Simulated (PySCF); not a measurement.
Compound: C5H9NO2 (charge -1 and doublet state).
Structure used (GFN2-xTB), in Å, numbered top down from 1:
```
atom  x, y, z in Å
C1     2.307   -0.194   -0.802
N2     0.979   -0.475   -0.306
C3     0.452    0.471    0.592
O4     1.159    1.328    1.166
C5    -1.042    0.389    0.749
C6    -1.627   -1.010    0.915
C7    -1.291    1.013   -0.599
O8    -1.200    0.352   -1.685
H9     2.924    0.116    0.042
H10    2.330    0.610   -1.551
H11    2.723   -1.103   -1.248
H12    0.298   -0.589   -1.073
H13   -1.356    1.054    1.559
H14   -2.698   -0.948    1.116
H15   -1.142   -1.539    1.736
H16   -1.481   -1.574   -0.002
H17   -1.342    2.112   -0.619
```

The hyperfine couplings belong to this conformer and change with its torsions.

Identity: `CN[C]([O-])[C@H](C)C=O` [radical] (charge -1).

Method: UKS B3LYP, pcH-1 on C H N O, non-relativistic, mean-field spin-orbit, GIAO (PySCF). Whether the extra electron is bound in the gas phase wasn't checked; a finite basis holds it in any case. Couplings are sensitive to structure, and on GFN2-xTB geometries they can be far from those on DFT ones, by a factor of two or more for some ions and for spin on atoms past the first row. Stability of the SCF solution: not tested.

(1) The isotropic 17O couplings are -26.6, -11.8 MHz. Assign them to O4; O8.

Results:

(1) 
```json
{"site": "O4", "a_iso (MHz)": "-11.8", "ρ(0) (bohr⁻³)": "+0.0195", "position": "3 bonds from C7", "distance from C7 (Å)": "3.04", "spin population": "+0.12", "largest |T| (MHz)": "44.6"}
{"site": "O8", "a_iso (MHz)": "-26.6", "ρ(0) (bohr⁻³)": "+0.0438", "position": "1 bond from C7", "distance from C7 (Å)": "1.28", "spin population": "+0.24", "largest |T| (MHz)": "89.1"}
```

ρ(0) is the spin density at the nucleus and T the dipolar tensor; entries for several nuclei are means. The largest Mulliken spin populations are on C7 (+0.51), O8 (+0.24), C3 (+0.14) and O4 (+0.12). The angles at C7 add up to 358.7°, so it is planar.

Means are taken over nuclei equivalent by connectivity, which assumes that they swap fast. The three 1H nuclei of mean +1.4 MHz run from -0.3 to 4.8 MHz in the frozen geometry.

C3, the radical centre as drawn in `CN[C]([O-])[C@H](C)C=O`, holds a spin population of +0.14 out of 1.
